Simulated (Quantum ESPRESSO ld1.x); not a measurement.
ld1.x (Quantum ESPRESSO 7.5) input

```
 &input
    atom='La',
    iswitch=1,
    rel=1,
    lsd=1,
    dft='PZ',
    config='[Xe] 5d1 6s1 6s0.75',
    prefix='ld1',
    max_out_wfc=37,
    file_charge='ld1.rho',
 /
```

Command: `OMP_NUM_THREADS=1 ld1.x < ld1.in > ld1.out`

Standard output:

```
     Program LD1 v.7.5 starts

     --------------------------- All-electron run ----------------------------

     scalar relativistic calculation

     atomic number is 57.00
     dft =PZ   lsd =1 sic =0 latt =0  beta=0.20 tr2=1.0E-14
     Exchange-correlation= PZ
                           (   1   1   0   0   0   0   0)
     mesh =2083 r(mesh) = 100.78089 a.u. xmin = -8.00 dx = 0.00800
     1 Ry =  13.60569312 eV, c = 137.03599908

     n l     nl                  e(Ry)          e(Ha)          e(eV)
     1 0     1S 1( 1.00)     -2845.3942     -1422.6971    -38713.5600
     2 0     2S 1( 1.00)      -453.1238      -226.5619     -6165.0637
     2 1     2P 1( 3.00)      -406.3322      -203.1661     -5528.4306
     3 0     3S 1( 1.00)       -96.9633       -48.4817     -1319.2530
     3 1     3P 1( 3.00)       -82.0203       -41.0102     -1115.9431
     4 0     4S 1( 1.00)       -19.6353        -9.8177      -267.1522
     4 1     4P 1( 3.00)       -14.7714        -7.3857      -200.9754
     3 2     3D 1( 5.00)       -60.4935       -30.2468      -823.0562
     5 0     5S 1( 1.00)        -2.9801        -1.4901       -40.5465
     5 1     5P 1( 3.00)        -1.7635        -0.8818       -23.9937
     4 2     4D 1( 5.00)        -7.7322        -3.8661      -105.2016
     5 2     5D 1( 1.00)        -0.3457        -0.1728        -4.7034
     6 0     6S 1( 1.00)        -0.3766        -0.1883        -5.1244
     6 0     6S 2( 0.75)        -0.3489        -0.1744        -4.7468
     1 0     1S 2( 1.00)     -2845.3940     -1422.6970    -38713.5582
     2 0     2S 2( 1.00)      -453.1218      -226.5609     -6165.0360
     2 1     2P 2( 3.00)      -406.3305      -203.1653     -5528.4085
     3 0     3S 2( 1.00)       -96.9619       -48.4810     -1319.2344
     3 1     3P 2( 3.00)       -82.0189       -41.0094     -1115.9235
     4 0     4S 2( 1.00)       -19.6320        -9.8160      -267.1068
     4 1     4P 2( 3.00)       -14.7681        -7.3841      -200.9307
     3 2     3D 2( 5.00)       -60.4917       -30.2458      -823.0312
     5 0     5S 2( 1.00)        -2.9598        -1.4799       -40.2704
     5 1     5P 2( 3.00)        -1.7370        -0.8685       -23.6328
     4 2     4D 2( 5.00)        -7.7284        -3.8642      -105.1503
     5 2     5D 2( 0.00)        -0.3108        -0.1554        -4.2290

     final scf error:  4.9E-15 reached in  34 iterations

     Etot =  -16973.678036 Ry,   -8486.839018 Ha, -230938.654524 eV
     Total magnetization:    1.25 Bohr mag.

     Ekin =   17950.541055 Ry,    8975.270528 Ha,  244229.552988 eV
     Encl =  -41084.506116 Ry,  -20542.253058 Ha, -558983.182328 eV
     Eh   =    6553.514031 Ry,    3276.757016 Ha,   89165.100788 eV
     Exc  =    -393.227006 Ry,    -196.613503 Ha,   -5350.125972 eV

     normalization and overlap integrals

     s(1S/1S) =  1.000000  <r> =   0.0251  <r2> =    0.0009  r(max) =   0.0161
     s(1S/2S) = -0.017647
     s(1S/3S) = -0.007533
     s(1S/4S) = -0.003575
     s(1S/5S) = -0.001508
     s(1S/6S) = -0.000514
     s(2S/2S) =  1.000000  <r> =   0.1075  <r2> =    0.0136  r(max) =   0.0912
     s(2S/3S) = -0.004677
     s(2S/4S) = -0.002130
     s(2S/5S) = -0.000891
     s(2S/6S) = -0.000304
     s(2P/2P) =  1.000000  <r> =   0.0943  <r2> =    0.0108  r(max) =   0.0729
     s(2P/3P) = -0.003801
     s(2P/4P) = -0.001636
     s(2P/5P) = -0.000620
     s(3S/3S) =  1.000000  <r> =   0.2856  <r2> =    0.0932  r(max) =   0.2600
     s(3S/4S) = -0.001466
     s(3S/5S) = -0.000595
     s(3S/6S) = -0.000202
     s(3P/3P) =  1.000000  <r> =   0.2835  <r2> =    0.0932  r(max) =   0.2559
     s(3P/4P) = -0.001253
     s(3P/5P) = -0.000461
     s(4S/4S) =  1.000000  <r> =   0.6546  <r2> =    0.4835  r(max) =   0.6071
     s(4S/5S) = -0.000395
     s(4S/6S) = -0.000132
     s(4P/4P) =  1.000000  <r> =   0.6936  <r2> =    0.5470  r(max) =   0.6370
     s(4P/5P) = -0.000308
     s(3D/3D) =  1.000000  <r> =   0.2601  <r2> =    0.0798  r(max) =   0.2095
     s(3D/4D) = -0.000888
     s(3D/5D) = -0.000217
     s(5S/5S) =  1.000000  <r> =   1.5555  <r2> =    2.7197  r(max) =   1.4063
     s(5S/6S) = -0.000072
     s(5P/5P) =  1.000000  <r> =   1.8063  <r2> =    3.6998  r(max) =   1.5856
     s(4D/4D) =  1.000000  <r> =   0.7682  <r2> =    0.6846  r(max) =   0.6736
     s(4D/5D) = -0.000153
     s(5D/5D) =  1.000000  <r> =   2.9203  <r2> =   10.1449  r(max) =   2.2366
     s(6S/6S) =  1.000000  <r> =   4.2313  <r2> =   20.1612  r(max) =   3.7023
     s(6S/6S) =  1.000000  <r> =   4.3214  <r2> =   21.0739  r(max) =   3.7320
     s(6S/1S) = -0.000499
     s(6S/2S) = -0.000294
     s(6S/3S) = -0.000196
     s(6S/4S) = -0.000128
     s(6S/5S) = -0.000070
     s(1S/1S) =  1.000000  <r> =   0.0251  <r2> =    0.0009  r(max) =   0.0161
     s(1S/2S) = -0.017647
     s(1S/3S) = -0.007533
     s(1S/4S) = -0.003575
     s(1S/5S) = -0.001513
     s(2S/2S) =  1.000000  <r> =   0.1075  <r2> =    0.0136  r(max) =   0.0912
     s(2S/3S) = -0.004677
     s(2S/4S) = -0.002130
     s(2S/5S) = -0.000894
     s(2P/2P) =  1.000000  <r> =   0.0943  <r2> =    0.0108  r(max) =   0.0729
     s(2P/3P) = -0.003801
     s(2P/4P) = -0.001636
     s(2P/5P) = -0.000623
     s(3S/3S) =  1.000000  <r> =   0.2856  <r2> =    0.0932  r(max) =   0.2600
     s(3S/4S) = -0.001466
     s(3S/5S) = -0.000597
     s(3P/3P) =  1.000000  <r> =   0.2835  <r2> =    0.0932  r(max) =   0.2559
     s(3P/4P) = -0.001253
     s(3P/5P) = -0.000464
     s(4S/4S) =  1.000000  <r> =   0.6546  <r2> =    0.4835  r(max) =   0.6071
     s(4S/5S) = -0.000396
     s(4P/4P) =  1.000000  <r> =   0.6936  <r2> =    0.5470  r(max) =   0.6370
     s(4P/5P) = -0.000309
     s(3D/3D) =  1.000000  <r> =   0.2601  <r2> =    0.0798  r(max) =   0.2095
     s(3D/4D) = -0.000888
     s(3D/5D) = -0.000217
     s(5S/5S) =  1.000000  <r> =   1.5518  <r2> =    2.7062  r(max) =   1.4063
     s(5P/5P) =  1.000000  <r> =   1.7999  <r2> =    3.6738  r(max) =   1.5856
     s(4D/4D) =  1.000000  <r> =   0.7680  <r2> =    0.6842  r(max) =   0.6736
     s(4D/5D) = -0.000152
     s(5D/5D) =  1.000000  <r> =   2.9546  <r2> =   10.4616  r(max) =   2.2188

     ------------------------ End of All-electron run ------------------------
```

Run on one thread of a shared host, so times are rough (Intel(R) Xeon(R) Processor @ 2.60GHz): 0.73 s of CPU time, 2.3 s wall, 34 iterations on 2083 mesh points.
